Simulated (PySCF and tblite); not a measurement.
C3H5FSi, numbered as in [F:1][SiH2:2][CH:3]1[CH:4]=[CH:5]1. Free energies: TPSS-D3(BJ)/def2-TZVP on GFN2-xTB structures plus GFN2-xTB thermal terms, symmetry and mirror images included. Conformers within 2.5 kcal/mol (GFN2-xTB free energy) were kept, 6 at most. GIAO shieldings: PBE0/pcSseg-1. Shifts are against TMS (¹H), TMS (¹³C), CFCl3 (¹⁹F), TMS (²⁹Si) at the same level. Programs: PySCF with density fitting and tblite.

Torsions listed: F1–Si2–C3–C4. Of a mirror pair one member is shown.

Two conformers hold nearly all the population. I: 30°; δ(Si2) = -5.05 ppm. II: -127°; δ(Si2) = 2.59 ppm. The average over the ensemble at 298.15 K is 0.15 ppm.

Task: What populations and free-energy difference follow from a two-state model?

Result: p(I) = (0.15 − 2.59)/(-5.05 − 2.59) = 0.32, so K = p(II)/p(I) = 2.13 and G(II) − G(I) = −RT ln K = -0.45 kcal/mol. One of the two counts twice, as a mirror pair, which this difference holds. The weights computed directly are 32.0 % and 68.0 %.

Unscaled ²⁹Si shifts at such levels can be off by tens of ppm; differences between conformers or isomers are more reliable.
